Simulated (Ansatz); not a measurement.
Correlation energies of C4H8OSi, SMILES `C#C[SiH](C)OC` by basis set

```xyz
14

C    -1.113    1.104   -2.299
C    -0.743    0.812   -1.188
Si   -0.179    0.359    0.499
C     1.019    1.611    1.148
O     0.587   -1.089    0.453
C    -0.016   -2.266   -0.033
H    -1.440    1.364   -3.280
H    -1.404    0.265    1.340
H     1.352    1.337    2.151
H     1.893    1.677    0.497
H     0.550    2.597    1.196
H     0.700   -3.083    0.067
H    -0.290   -2.166   -1.089
H    -0.916   -2.521    0.539
```

Total charge 0; spin multiplicity 1. Geometry: relaxed with PBE0-D4/def2-TZVP. It is one conformer, not always the lowest. Frozen core, restricted reference, Ansatz. CBS rows extrapolate triple and quadruple zeta.

```tsv
basis	HF (Eh)	MP2 corr.	CCSD corr.	(T)	CCSD(T) total
def2-SVP	-519.65231	-0.81174	-0.87025	-0.02799	-520.55055
def2-TZVPP	-520.03126	-1.00610	-1.05235	-0.04502	-521.12863
def2-QZVPP	-520.05115	-1.07594	-1.11015	-0.04983	-521.21113
CBS(def2)	-520.05389	-1.12767	-1.15296	-0.05339	-521.26024
```
